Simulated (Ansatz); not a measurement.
Calculated with Ansatz (gas phase, PBE0-D4/def2-TZVP geometries, no zero-point term in ΔE). CCSD(T)/CBS is the MP2 limit (def2-TZVPP, def2-QZVPP) plus CCSD(T) − MP2 in def2-TZVPP, frozen cores. This one scheme is used for every species. Functionals use def2-TZVPP. B3LYP here is the variant with VWN-RPA as its local correlation; programs differ in this. HSE06 is defined as in plane-wave codes. Elements past krypton have def2 core potentials. For I outer-core shells are correlated without core-valence functions, which leaves a few kJ/mol of doubt a bond.

Reaction (ligand exchange at the Si–Cl bond): `Cl[Si](Cl)(Cl)I` + H–F → `F[Si](Cl)(Cl)I` + HCl

Task: Is it downhill or uphill in electronic energy at CCSD(T)/CBS, and by how much? (Best estimate.)

Result: The calculation gave: Downhill: ΔE = -44.2 kJ/mol.

Task: What do these levels give: B3LYP-D4, HSE06-D4, BHLYP-D4, BLYP, B3LYP, r2SCAN0, BHLYP, LC-ωPBE, MP2/def2-SVP, CCSD(T)/def2-TZVPP, SCS-MP2/def2-QZVPP, MP2/CBS(def2)? (Estimate.)

Result: Computed: B3LYP-D4 -48.8, HSE06-D4 -39.3, BHLYP-D4 -51.1, BLYP -58.4, B3LYP -57.5, r2SCAN0 -49.6, BHLYP -59.8, LC-ωPBE -50.7, MP2/def2-SVP -43.5, CCSD(T)/def2-TZVPP -50.5, SCS-MP2/def2-QZVPP -45.9, MP2/CBS(def2) -34.9 kJ/mol.

Largest T1 diagnostic among the species: 0.009.

Leaving LDA and LC-ωPBE aside and taking each functional with its dispersion term where it has one, the values, not all of them listed here, spread over 20.8 kJ/mol, from CAM-B3LYP-D4 to revPBE-D4. The D4 term adds +8.6 kJ/mol with B3LYP and +4.6 kJ/mol with PBE0; it sums over pairs of atoms, weighted by their polarisabilities, and B3LYP, whose exchange is more repulsive, gets the larger term.
